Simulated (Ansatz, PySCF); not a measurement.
CH$_{5}$BO$_{3}$ (SMILES COB(O)O), singlet, at a GFN2-xTB geometry, with bond 10-7 at 1.8 times its length. Base run: CASSCF(2,3)/STO-3G in PySCF.

The PySCF input:
```python
from pyscf import gto, scf, mcscf
import numpy

mol = gto.Mole()
mol.atom = '''
    B     0.01418998    0.02814444    0.50381150
    O    -0.21440423   -0.55518038    1.71404321
    H    -0.00020355   -0.03296419    2.48579483
    O     0.52346110    1.29534987    0.35617885
    H     0.71294341    1.77494457    1.16047888
    O    -0.29856168   -0.71619977   -0.57514783
    C    -0.11128416   -0.26471109   -1.89907019
    H     0.74936553   -0.78025390   -2.33212961
    H    -1.00790193   -0.51803087   -2.46717458
    H     0.19448972    1.67353265   -1.95870304
'''
mol.basis = 'sto-3g'
mol.verbose = 4
mol.build()

mf = scf.RHF(mol)
mf.kernel()
mc = mcscf.CASSCF(mf, 3, 2)
mc.fix_spin_(ss=0.0)
mc.kernel()
occ = numpy.linalg.eigvalsh(mc.fcisolver.make_rdm1(mc.ci, mc.ncas, mc.nelecas))[::-1]
ss = mc.fcisolver.spin_square(mc.ci, mc.ncas, mc.nelecas)[0]
print('natural occupations', occ.round(4), ' <S^2>', round(ss, 4))
```

Programs used: Ansatz (a quantum-chemistry and plane-wave program), PySCF; a row that names a program was run with it.

Each row names what was changed in the base input (with any setting that the change needs).

```json
[
 {"change": "base", "ΔE vs base (mEh)": "0.000", "natural occupations": "1.71 0.29 0.00", "<S^2> of the state": "0.00"},
 {"change": "code = ansatz; correction = SC-NEVPT2, all electrons", "ΔE vs base (mEh)": "-190.7", "natural occupations": "-", "<S^2> of the state": "-"},
 {"change": "orbitals = fixed (CASCI)", "ΔE vs base (mEh)": "25.855", "natural occupations": "1.79 0.21 0.00", "<S^2> of the state": "0.00"},
 {"change": "active space = 10 electrons, 8 orbitals", "ΔE vs base (mEh)": "-44.315", "natural occupations": "2.00 2.00 1.99 1.97 1.72 0.28 0.03 0.01", "<S^2> of the state": "0.00"},
 {"change": "state_average = 2 states", "ΔE vs base (mEh)": "111.6", "natural occupations": "-", "<S^2> of the state": "-"},
 {"change": "fix_spin_ = off", "ΔE vs base (mEh)": "0.000", "natural occupations": "1.71 0.29 0.00", "<S^2> of the state": "0.00"},
 {"change": "active space = 4 electrons, 4 orbitals", "ΔE vs base (mEh)": "-10.496", "natural occupations": "1.99 1.71 0.29 0.01", "<S^2> of the state": "0.00"},
 {"change": "conv_tol = 1e-5", "ΔE vs base (mEh)": "0.000", "natural occupations": "1.71 0.29 0.00", "<S^2> of the state": "0.00"},
 {"change": "solver = newton", "ΔE vs base (mEh)": "-0.066", "natural occupations": "1.71 0.29 0.00", "<S^2> of the state": "0.00"},
 {"change": "active space = 4 electrons, 5 orbitals", "ΔE vs base (mEh)": "-20.151", "natural occupations": "1.98 1.72 0.28 0.02 0.00", "<S^2> of the state": "0.00"},
 {"change": "correction = SC-NEVPT2", "ΔE vs base (mEh)": "-190.9", "natural occupations": "1.71 0.29 0.00", "<S^2> of the state": "0.00"}
]
```

Active orbitals are taken around the Fermi level unless the row says otherwise; CASSCF can end in different local minima, and two programs can end on different orbitals. State-averaged rows give the lowest state.

Ansatz warned in this series: the state or the total is in doubt.
